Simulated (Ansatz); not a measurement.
Ansatz (a quantum-chemistry and plane-wave program) input (HF/def2-TZVP):

Ansatz 0.2 input:
```yaml
crystal:
  periodic: [false, false, false]
  atoms:
    - {symbol: B, position_ang: [-0.03729675, -0.22940112, 0.44153024]}
    - {symbol: N, position_ang: [-1.22009342, 0.20408052, -0.19621032]}
    - {symbol: N, position_ang: [1.24644259, -0.04201465, -0.11571920]}
    - {symbol: H, position_ang: [-0.12665080, -0.77899114, 1.49933070]}
    - {symbol: H, position_ang: [-1.24762823, 0.67438679, -1.08509973]}
    - {symbol: H, position_ang: [-2.12639170, 0.06443911, 0.21115703]}
    - {symbol: H, position_ang: [1.42358494, 0.40787024, -0.99792933]}
    - {symbol: H, position_ang: [2.07912532, -0.35516046, 0.34839677]}
basis:
  gaussian:
    orbitals: def2-TZVP
hamiltonian:
  xc: {name: HF}
relax: {f_tol: 0.003, max_steps: 100}
```

Output:

```
Functional definition: HF
integrals: 0.03 GiB planned
809 factors; their error is unknown
mean field: 0.22 GiB planned
mean field evaluation 1: about -3714.1128 eV, gradient 4.3e1 eV
mean field evaluation 2: about -3717.0579 eV, gradient 2.2e1 eV
mean field evaluation 4: about -3718.0010 eV, gradient 4.1e-1 eV
mean field evaluation 8: about -3718.0585 eV, gradient 4.6e-1 eV
mean field -3718.05871551 eV, -136.6361376041 hartree, gradient 1.3e-5 eV, S^2 0.000000; 0 other end points of the search recorded, 0 dependent functions left out
the calculation of the forces begins
reference -3718.05871551 eV, -136.6361376041 hartree; 12, 12 occupied and 111, 111 virtual orbitals, 809 factors
relax step   1: F+E_penalty+E_count = -3718.05871551 eV  Δ(F+E_penalty+E_count) = +0.000e0 eV  max|allowed force component| = 6.109e-1 eV/Å  Δτ_max = 0.0000 Å  (32 SCF iters, accepted)
these checks for a lower state are left out or cut short: starts, cluster_reference, orbital_swaps, neighbouring_geometries, increment
integrals: 0.03 GiB planned
809 factors; their error is unknown
mean field: 0.22 GiB planned
mean field evaluation 16: about -3718.0158 eV, gradient 1.4e0 eV
mean field -3718.07728855 eV, -136.6368201511 hartree, gradient 1.7e-5 eV, S^2 0.000000; 0 other end points of the search recorded, 0 dependent functions left out
the calculation of the forces begins
reference -3718.07728855 eV, -136.6368201511 hartree; 12, 12 occupied and 111, 111 virtual orbitals, 809 factors
relax step   2: F+E_penalty+E_count = -3718.07728855 eV  Δ(F+E_penalty+E_count) = -1.857e-2 eV  max|allowed force component| = 1.153e-1 eV/Å  Δτ_max = 0.0134 Å  (29 SCF iters, accepted)
these checks for a lower state are left out or cut short: starts, cluster_reference, orbital_swaps, neighbouring_geometries, increment
integrals: 0.03 GiB planned
809 factors; their error is unknown
mean field: 0.22 GiB planned
mean field -3718.07798192 eV, -136.6368456316 hartree, gradient 1.7e-5 eV, S^2 0.000000; 0 other end points of the search recorded, 0 dependent functions left out
the calculation of the forces begins
reference -3718.07798192 eV, -136.6368456316 hartree; 12, 12 occupied and 111, 111 virtual orbitals, 809 factors
relax step   3: F+E_penalty+E_count = -3718.07798192 eV  Δ(F+E_penalty+E_count) = -6.934e-4 eV  max|allowed force component| = 1.318e-2 eV/Å  Δτ_max = 0.0032 Å  (29 SCF iters, accepted)
these checks for a lower state are left out or cut short: starts, cluster_reference, orbital_swaps, neighbouring_geometries, increment
integrals: 0.03 GiB planned
809 factors; their error is unknown
mean field: 0.22 GiB planned
mean field evaluation 32: about -3718.0777 eV, gradient 4.6e-1 eV
mean field -3718.07800059 eV, -136.6368463180 hartree, gradient 1.7e-5 eV, S^2 0.000000; 0 other end points of the search recorded, 0 dependent functions left out
the calculation of the forces begins
reference -3718.07800059 eV, -136.6368463180 hartree; 12, 12 occupied and 111, 111 virtual orbitals, 809 factors
relax step   4: F+E_penalty+E_count = -3718.07800059 eV  Δ(F+E_penalty+E_count) = -1.868e-5 eV  max|allowed force component| = 1.368e-2 eV/Å  Δτ_max = 0.0013 Å  (29 SCF iters, accepted)
these checks for a lower state are left out or cut short: starts, cluster_reference, orbital_swaps, neighbouring_geometries, increment
integrals: 0.03 GiB planned
809 factors; their error is unknown
mean field: 0.22 GiB planned
mean field -3718.07800589 eV, -136.6368465127 hartree, gradient 1.7e-5 eV, S^2 0.000000; 0 other end points of the search recorded, 0 dependent functions left out
the calculation of the forces begins
reference -3718.07800589 eV, -136.6368465127 hartree; 12, 12 occupied and 111, 111 virtual orbitals, 809 factors
relax step   5: F+E_penalty+E_count = -3718.07800589 eV  Δ(F+E_penalty+E_count) = -5.299e-6 eV  max|allowed force component| = 2.878e-3 eV/Å  Δτ_max = 0.0003 Å  (29 SCF iters, accepted)
integrals: 0.03 GiB planned
809 factors; their error is unknown
mean field: 0.22 GiB planned
mean field evaluation 64: about -3718.0780 eV, gradient 1.7e-5 eV
mean field -3718.07800589 eV, -136.6368465127 hartree, gradient 1.7e-5 eV, S^2 0.000000; 1 other end points of the search recorded, 0 dependent functions left out
the calculation of the forces begins
reference -3718.07800589 eV, -136.6368465127 hartree; 12, 12 occupied and 111, 111 virtual orbitals, 809 factors
Total energy: -3718.07800589 eV, -136.6368465127 hartree
Atom 0 at    -0.037126    -0.228352     0.439511 Å, force     0.000243     0.001495    -0.002878 eV/Å
Atom 1 at    -1.217212     0.204534    -0.197524 Å, force     0.002216    -0.001363     0.002241 eV/Å
Atom 2 at     1.243798    -0.041010    -0.117213 Å, force    -0.002581    -0.000884     0.002084 eV/Å
Atom 3 at    -0.126462    -0.777829     1.497094 Å, force    -0.000040    -0.000244     0.000469 eV/Å
Atom 4 at    -1.240462     0.668067    -1.074220 Å, force     0.000291     0.000249    -0.000519 eV/Å
Atom 5 at    -2.111409     0.066685     0.204542 Å, force    -0.000311     0.000259    -0.000443 eV/Å
Atom 6 at     1.414625     0.403159    -0.987576 Å, force    -0.000202     0.000298    -0.000535 eV/Å
Atom 7 at     2.065339    -0.350044     0.340842 Å, force     0.000383     0.000189    -0.000420 eV/Å
Dipole moment:     0.019207     0.118139    -0.227384 e Å
```
